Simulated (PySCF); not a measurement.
# Computed properties of Al(H)(OMe)(SeH) (CH₅AlOSe), SMILES [O]([AlH][SeH])C

Al(H)(OMe)(SeH) (CH₅AlOSe), SMILES [AlH]([O]C)[SeH]. Geometry optimised at ωB97X-D3(BJ)/def2-SVP. The structure was generated by enumeration; whether it is a known compound was not checked. The values are those of a single conformer. All values are computed for the isolated molecule unless a solvent is named; none is compared with measurement here.

**Structure.** All 21 harmonic modes at ωB97X-D3(BJ)/def2-SVP (PySCF) are real, so it is a minimum. With heavy atoms numbered as in [AlH:1]([O:3][CH3:4])[SeH:8], the shortest bond between them is O3–C4 at 1.398 Å and the longest Al1–Se8 at 2.304 Å.

**Vibrations.** The strongest infrared lines (harmonic, unscaled, degenerate partners summed) lie at 1264 cm⁻¹ (307 km/mol, O 56 %, C 31 %, H 10 %), 759 cm⁻¹ (191 km/mol, Al 47 %, O 19 %, H 17 %, C 17 %), 2015 cm⁻¹ (168 km/mol, H 96 %). The softest mode is at 59 cm⁻¹ and the zero-point energy is 36.4 kcal/mol.

**Electronic structure.** CAM-B3LYP/def2-TZVP (PySCF) places the frontier levels at -8.58 and 0.24 eV, a gap of 8.82 eV, and gives a dipole moment of 0.21 D and a mean polarisability of 67.2 bohr³. PBE/def2-TZVP (PySCF) at the same geometry gives -6.18 and -1.42 eV, so its gap is 4.06 eV narrower. An orbital gap is neither the optical nor the fundamental gap.

**Excitations.** TDDFT-PBE0/def2-SVPD (PySCF) has S1 at 5.62 eV (220 nm, f = 0.035, weak); the most intense of the 10 singlets computed lies at 7.02 eV (f = 0.09). T1 (TDA) is at 4.91 eV. TDDFT-PBE/def2-SVPD (PySCF) puts S1 at 5.13 eV. No vertical singlet excitation falls in the visible range (under 3.1 eV).

**NMR.** GIAO shifts at HF/pcSseg-1 (PySCF) (non-relativistic, atoms alike by connectivity averaged): ¹³C at 51.3 ppm against TMS; ¹H from 0.6 to 4.6 ppm against TMS.
